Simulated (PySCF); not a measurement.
**State search for NaCd**

Unrestricted PBE0; Na def2-SVP, Cd def2-SVP with ECP28; scalar-relativistic core potentials (PySCF 2.14). Outer shells of the fragments: Na 3s1; Cd 4d10 5s2.

Followed along the bond (rough minima from three points):

```json
{"2Ms+1": "2", "unpaired": "σ ↑", "⟨S²⟩ at the start": "0.75", "R at minimum (Å)": "3.50", "Te (eV)": "0.00"}
{"2Ms+1": "4", "unpaired": "σ ↑↑, π ↑", "⟨S²⟩ at the start": "3.75", "R at minimum (Å)": "3.38", "Te (eV)": "3.65"}
{"2Ms+1": "2", "unpaired": "π ↑", "⟨S²⟩ at the start": "0.75", "R at minimum (Å)": "none in the scan", "Te (eV)": "≤ 1.25"}
```

Solutions found at the starting distance of 2.975 Å, counted from the lowest of them; the search is not exhaustive and high or unbound solutions are not listed, so other states can lie among these:

```
2Ms+1   unpaired   term  E (eV)  ⟨S²⟩  ⟨Lz²⟩  μ (D)
    2        σ ↑    ²Σ⁺    0.00  0.75   0.00  -0.65
    2        π ↑     ²Π    1.21  0.75   1.00  -4.73
    4  σ ↑↑, π ↑     ⁴Π    3.65  3.75   1.00  -3.35
    2  σ ↑↑, π ↓  mixed    4.38  1.75   1.00  -3.06
    4      σ ↑↑↑    ⁴Σ⁺    4.49  3.75   0.00   4.14
    4  σ ↑, π ↑↑    ⁴Σ⁻    4.69  3.75   0.00  -5.93
```

A term symbol is given only where ⟨S²⟩ and ⟨Lz²⟩ are close to those of a pure state; real π, δ and φ orbitals otherwise mix terms. A positive dipole means Na(−)Cd(+).

Spin–orbit coupling is left out. Counting both spins, an empty level lies below a filled one in some of these solutions, because spin and occupation are held.
